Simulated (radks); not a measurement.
Values are calculated unless marked as measured or tabulated.
Isoelectronic series with 31 electrons, each ion in its NIST ground configuration. Code: a radial shooting solver on a logarithmic mesh with Libxc functionals. Model: Dirac Kohn-Sham, PBEsol, spin-unpolarised, spherical densities, finite nucleus; open shells fill j = l - 1/2 first; Fermi nuclear charge, rms radius of each element as measured or else 0.836 A^(1/3) + 0.57 fm. Total energies (hartree) and orbital eigenvalues (hartree):

ion        configuration  E (hartree)      4p1/2      4s1/2      3d5/2      3d3/2
Nd29+  [Ar] 3d10 4s2 4p1   -9193.7545  -39.45362  -41.80509  -70.65008  -71.52195
Pm30+  [Ar] 3d10 4s2 4p1   -9551.4376  -41.86998  -44.29982  -74.75833  -75.70677
Sm31+  [Ar] 3d10 4s2 4p1   -9916.8054  -44.35994  -46.86872  -78.97770  -80.00766
Eu32+  [Ar] 3d10 4s2 4p1  -10289.9617  -46.92403  -49.51247  -83.30816  -84.42479
Gd33+  [Ar] 3d10 4s2 4p1  -10670.9517  -49.56281  -52.23155  -87.74969  -88.95838
Tb34+  [Ar] 3d10 4s2 4p1  -11059.8971  -52.27684  -55.02675  -92.30225  -93.60858
Dy35+  [Ar] 3d10 4s2 4p1  -11456.7429  -55.06675  -57.89821  -96.96591  -98.37573
Ho36+  [Ar] 3d10 4s2 4p1  -11861.7131  -57.93315  -60.84714  -101.7406  -103.2599
Er37+  [Ar] 3d10 4s2 4p1  -12274.7988  -60.87670  -63.87387  -106.6263  -108.2615
Tm38+  [Ar] 3d10 4s2 4p1  -12696.1443  -63.89810  -66.97934  -111.6230  -113.3806
Yb39+  [Ar] 3d10 4s2 4p1  -13125.7467  -66.99804  -70.16393  -116.7308  -118.6175
